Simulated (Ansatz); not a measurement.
Compare A (`CO[SiH2]CF`) with its isomer B (`C[SiH2]C(O)F`).

Program: Ansatz. Geometries: PBE0-D4/def2-TZVP. ΔE: electronic, gas phase. CBS: MP2 limit from def2 TZ/QZ plus the TZ coupled-cluster correction, frozen cores. Functionals use def2-TZVPP. B3LYP here is the variant with VWN-RPA as its local correlation; programs differ in this. One conformer a species, not always the lowest.

**Question.** Which isomer does CCSD(T)/CBS put lower? Give the gap. (Best estimate.)

**Answer.** The calculation gave: A, by 10.5 kcal/mol.

**Question.** Give E(B) − E(A) in kcal/mol with CCSD/def2-TZVPP, B3LYP-D4, r2SCAN-D4, B3LYP, ωB97M-V, B2PLYP, HF/def2-TZVPP. (Best estimate.)

**Answer.** The calculation gave: CCSD/def2-TZVPP 11.1, B3LYP-D4 11.2, r2SCAN-D4 9.0, B3LYP 11.4, ωB97M-V 9.6, B2PLYP 11.4, HF/def2-TZVPP 15.2. None reverses the order clearly.

Largest T1 diagnostic: 0.012.

In def2-TZVPP, CCSD(T) changes the Hartree–Fock value by −4.8 kcal/mol (the triples alone add −0.8 kcal/mol) and MP2 by −4.6 kcal/mol. From PBE to PBE0 (25 % exact exchange), in def2-TZVPP and without D4, E(B) − E(A) moves by +1.1 kcal/mol.
